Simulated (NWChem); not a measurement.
System: CHAuO; SMILES [C-](->[AuH])#[O+]

NWChem input:

```
start job
memory heap 200 mb stack 900 mb global 1100 mb
geometry units angstroms noautosym nocenter noautoz
  Au    -0.199355     0.358934     0.000000
  H     -0.397240     1.957326     0.000000
  O      0.147774    -2.736529     0.000000
  C      0.026817    -1.613467     0.000000
end
basis spherical
  * library def2-svpd
end
ecp
  Au library def2-ecp
end
dft
  xc xcamb88 1.00 lyp 0.81 vwn_5 0.19 hfexch 1.00
  cam 0.33 cam_alpha 0.19 cam_beta 0.46
  iterations 150
end
property
  response 1 0.0
end
task dft property
```

Excerpt of the output:

```
             Northwest Computational Chemistry Package (NWChem) 7.3.0
             --------------------------------------------------------

                             Geometry "geometry" -> ""
                             -------------------------

 Output coordinates in angstroms (scale by  1.889725989 to convert to a.u.)

  No.       Tag          Charge          X              Y              Z
 ---- ---------------- ---------- -------------- -------------- --------------
    1 Au                  79.0000    -0.19935500     0.35893400     0.00000000
    2 H                    1.0000    -0.39724000     1.95732600     0.00000000
    3 O                    8.0000     0.14777400    -2.73652900     0.00000000
    4 C                    6.0000     0.02681700    -1.61346700     0.00000000

 Effective nuclear repulsion energy (a.u.)     283.9332242010

                                 NWChem DFT Module
                                 -----------------

 Summary of "ao basis" -> "ao basis" (spherical)
 ------------------------------------------------------------------------------
       Tag                 Description            Shells   Functions and Types
 ---------------- ------------------------------  ------  ---------------------
 Au                        def2-svpd                13       35   6s4p2d1f
 H                         def2-svpd                 4        8   2s2p
 O                         def2-svpd                 9       23   4s3p2d
 C                         def2-svpd                 8       20   4s2p2d

            General Information
            -------------------
          SCF calculation type: DFT
          Wavefunction type:  closed shell.
          No. of atoms     :     4
          No. of electrons :    34
           Alpha electrons :    17
            Beta electrons :    17
          Charge           :     0
          Spin multiplicity:     1
          Use of symmetry is: off; symmetry adaption is: off
          Maximum number of iterations: 150
          AO basis - number of functions:    86
                     number of shells:    34
          Convergence on energy requested:  1.00D-06
          Convergence on density requested:  1.00D-05
          Convergence on gradient requested:  5.00D-04

              XC Information
              --------------
                     Hartree-Fock (Exact) Exchange  1.000
                   CAM-Becke88 Exchange Functional  1.000
                      VWN V Correlation Functional  0.190 local
              Lee-Yang-Parr Correlation Functional  0.810

           Range-Separation Parameters
           ---------------------------
           Alpha           :  0.19
           Beta            :  0.46
           Gamma           :  0.33
           Short-Range HF  :     F

             Grid Information
             ----------------
          Grid used for XC integration:  medium
          Radial quadrature: Mura-Knowles
          Angular quadrature: Lebedev.
          Tag              B.-S. Rad. Rad. Pts. Rad. Cut. Ang. Pts.
          ---              ---------- --------- --------- ---------
          Au                  1.35      123          11.0       590
          H                   0.35       45          13.0       434
          O                   0.60       49          12.0       434
          C                   0.70       49          10.0       434
          Grid pruning is: on
          Number of quadrature shells:   266
          Spatial weights used:  Erf1

      Superposition of Atomic Density Guess
      -------------------------------------

 Sum of atomic energies:        -265.26298494

      Non-variational initial energy
      ------------------------------

 Total energy =    -248.243380
 1-e energy   =    -563.039210
 2-e energy   =     228.078217
 HOMO         =      -0.370678
 LUMO         =      -0.015114

   convergence    iter        energy       DeltaE   RMS-Dens  Diis-err
 ---------------- ----- ----------------- --------- --------- ---------
 d= 0,ls=0.0,diis     1   -249.3740064967 -3.36D+02  1.85D-02  9.04D-01
 d= 0,ls=0.0,diis     2   -249.2645513171  1.09D-01  1.04D-02  2.39D+00
 d= 0,ls=0.0,diis     3   -249.4948829238 -2.30D-01  1.70D-03  7.59D-03
 d= 0,ls=0.0,diis     4   -249.4952968116 -4.14D-04  5.96D-04  4.91D-03
 d= 0,ls=0.0,diis     5   -249.4956848199 -3.88D-04  2.91D-04  8.16D-04
  Resetting Diis
 d= 0,ls=0.0,diis     6   -249.4957665329 -8.17D-05  6.22D-05  8.75D-06
 d= 0,ls=0.0,diis     7   -249.4957677581 -1.23D-06  3.31D-05  2.57D-06
 d= 0,ls=0.0,diis     8   -249.4957678366 -7.84D-08  1.51D-05  2.07D-06
 d= 0,ls=0.0,diis     9   -249.4957680232 -1.87D-07  2.94D-06  6.24D-08

         Total DFT energy =     -249.495768023223
      One electron energy =     -564.135863577033
           Coulomb energy =      254.860566146164
    Exchange-Corr. energy =      -26.938082771855
 Nuclear repulsion energy =       86.717612179501

 Numeric. integr. density =       33.999987751441

                       DFT Final Molecular Orbital Analysis
                       ------------------------------------

 Vector   15  Occ=2.000000D+00  E=-3.970619D-01
              MO Center= -2.0D-01,  3.5D-01, -2.6D-10, r^2= 8.5D-01
   Bfn.  Coefficient  Atom+Function         Bfn.  Coefficient  Atom+Function
  ----- ------------  ---------------      ----- ------------  ---------------
    22      0.880960  1 Au d  1              27      0.208976  1 Au d  1
    20     -0.102912  1 Au d -1

 Vector   16  Occ=2.000000D+00  E=-3.970610D-01
              MO Center= -2.0D-01,  3.5D-01, -1.5D-10, r^2= 8.5D-01
   Bfn.  Coefficient  Atom+Function         Bfn.  Coefficient  Atom+Function
  ----- ------------  ---------------      ----- ------------  ---------------
    21      0.768079  1 Au d  0              23     -0.431606  1 Au d  2
    26      0.182198  1 Au d  0              19     -0.102231  1 Au d -2
    28     -0.102387  1 Au d  2

 Vector   17  Occ=2.000000D+00  E=-3.330494D-01
              MO Center= -2.7D-01,  9.3D-01,  1.4D-09, r^2= 2.1D+00
   Bfn.  Coefficient  Atom+Function         Bfn.  Coefficient  Atom+Function
  ----- ------------  ---------------      ----- ------------  ---------------
     5      0.614365  1 Au s                  3     -0.434660  1 Au s
    23      0.343476  1 Au d  2               2      0.277192  1 Au s
     6      0.270639  1 Au s                 36      0.260084  2 H  s
    21      0.204578  1 Au d  0              37      0.155684  2 H  s
     4     -0.123490  1 Au s                  8     -0.118010  1 Au py

 Vector   18  Occ=0.000000D+00  E=-4.154304D-02
              MO Center= -3.2D-02, -1.1D+00, -9.5D-08, r^2= 3.5D+00
   Bfn.  Coefficient  Atom+Function         Bfn.  Coefficient  Atom+Function
  ----- ------------  ---------------      ----- ------------  ---------------
    73      0.446930  4 C  pz                76      0.388889  4 C  pz
    15      0.345744  1 Au pz                50     -0.344916  3 O  pz
    53     -0.279695  3 O  pz                20      0.244021  1 Au d -1
     9     -0.152257  1 Au pz                83      0.122946  4 C  d -1
    25      0.079987  1 Au d -1              18      0.043618  1 Au pz

 Vector   19  Occ=0.000000D+00  E=-4.154188D-02
              MO Center= -2.9D-02, -1.1D+00,  9.4D-08, r^2= 3.5D+00
   Bfn.  Coefficient  Atom+Function         Bfn.  Coefficient  Atom+Function
  ----- ------------  ---------------      ----- ------------  ---------------
    71      0.444381  4 C  px                74      0.386913  4 C  px
    13      0.342542  1 Au px                48     -0.342943  3 O  px
    51     -0.278086  3 O  px                19      0.238996  1 Au d -2
     7     -0.151044  1 Au px                82      0.120111  4 C  d -2
    24      0.078162  1 Au d -2              23     -0.056722  1 Au d  2

 Vector   20  Occ=0.000000D+00  E= 6.167471D-02
              MO Center= -1.2D-01, -3.3D-01,  1.3D-10, r^2= 7.0D+00
   Bfn.  Coefficient  Atom+Function         Bfn.  Coefficient  Atom+Function
  ----- ------------  ---------------      ----- ------------  ---------------
    13      0.949971  1 Au px                70     -0.757364  4 C  s
    74     -0.484113  4 C  px                47      0.403010  3 O  s
    71     -0.394587  4 C  px                54      0.227027  3 O  px
     6      0.192443  1 Au s                 51      0.176385  3 O  px
    55      0.174525  3 O  py                48      0.169650  3 O  px

     Multipole analysis of the density
     ---------------------------------

     L   x y z        total         alpha         beta         nuclear
     -   - - -        -----         -----         ----         -------
     0   0 0 0      0.000000    -17.000000    -17.000000     34.000000

     1   1 0 0      0.123691      2.747043      2.747043     -5.370395
     1   0 1 0     -1.017621     21.030251     21.030251    -43.078122
     1   0 0 1     -0.000000     -0.000000     -0.000000      0.000000

     2   2 0 0    -26.114943    -15.007126    -15.007126      3.899308
     2   1 1 0      0.523860     10.317674     10.317674    -20.111489
     2   1 0 1     -0.000000     -0.000000     -0.000000      0.000000
     2   0 2 0    -27.887388   -160.013341   -160.013341    292.139294
     2   0 1 1      0.000000      0.000000      0.000000      0.000000
     2   0 0 2    -26.015122    -13.007561    -13.007561      0.000000

 *** CALLING NEW AORESP DRIVER FOR CLOSED AND OPEN SHELLS ***
 Entering AOResponse driver routine

--------------------------------------------------------------------------------

          -----------------------------------------------
          Solving response equations for perturbing field
          -----------------------------------------------

 number of frequencies:     1
 frequency in a.u.:  0.0000000E+00
 Perturbing field: electric
 Using El. Dipole Length Gauge

 Setting up CPKS with frequency omega =      0.00000000 a.u.

 STATIC response

                                NWChem CPHF Module
                                ------------------

  scftype          =     RHF
  nclosed          =       17
  nopen            =        0
  variables        =     1173
  # of vectors     =        3
  tolerance        = 0.10D-03
  level shift      = 0.00D+00
  max iterations   =       50
  max subspace     =       30

 SCF residual:    1.1725392764626824E-004

Iterative solution of linear equations
  No. of variables     1173
  No. of equations        3
  Maximum subspace       30
        Iterations       50
       Convergence  1.0D-04

   iter   nsub   residual    time
   ----  ------  --------  ---------
     1      3    4.88D+00      40.5
     2      6    2.89D+00      48.8
     3      9    9.37D-01      55.4
     4     12    1.94D-01      62.5
     5     15    7.07D-02      69.2
     6     18    9.20D-03      76.4
     7     21    1.51D-03      84.3
     8     24    4.24D-04      90.6
     9     27    5.90D-05      95.8

 Electric Dipole Response Matrix (nonzero elements):

              1        2        3
    1   39.2894  -2.8683   0.0000
    2   -2.8683  64.2151  -0.0000
    3    0.0000  -0.0000  38.9632

 ------------------------------------------
 average:        47.48926 + I       0.00000

 DFT Linear Response polarizability / au
 Frequency  =       0.0000000 / au
              X              Y              Z
 -----------------------------------------------
 X      39.2894156     -2.8683311      0.0000000
 Y      -2.8682853     64.2151453     -0.0000000
 Z       0.0000000     -0.0000000     38.9632120
 -----------------------------------------------
 Eigenvalues =      38.9636010     64.5409600     38.9632120
 Isotropic   =      47.4892576
 Anisotropic =      25.5775535
 -----------------------------------------------

 Magnetic Dipole Response Matrix (nonzero elements):

 Exiting AOResponse driver routine
```

Level: CAM-B3LYP/def2-SVPD with def2 effective core potentials on Au. The geometry was optimised at PBE0/def2-SVP. No frequency run checked for a minimum. def2 effective core potentials on Au; no spin-orbit coupling.
